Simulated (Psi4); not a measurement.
Input for Psi4:
```
memory 2 GB

molecule mol {
0 3
Se   -0.002122    0.055731   -0.001401
H    -0.991565   -0.986707    0.017580
H     1.063712   -0.908138    0.030069
}

set {
  basis def2-svp
  reference uks
}

energy('b3lyp')
print_variables()
```

Question: Estimate the number of basis functions that Psi4 1.11 with B3LYP/def2-SVP returns for this input.

Answer: 42

Question: Estimate the nuclear repulsion energy that B3LYP/def2-SVP returns for this input.

Answer: 25.2919 Eh

Question: What is the computed total energy (B3LYP/def2-SVP)?

Answer: -2402.2973 Eh

Question: Estimate the <S^2> that B3LYP/def2-SVP returns for this input.

Answer: 2.003

Question: What is the computed dipole moment (B3LYP/def2-SVP)?

Answer: 0.17 D

These values belong to the state on which the SCF converged, which isn't shown to be the lowest.
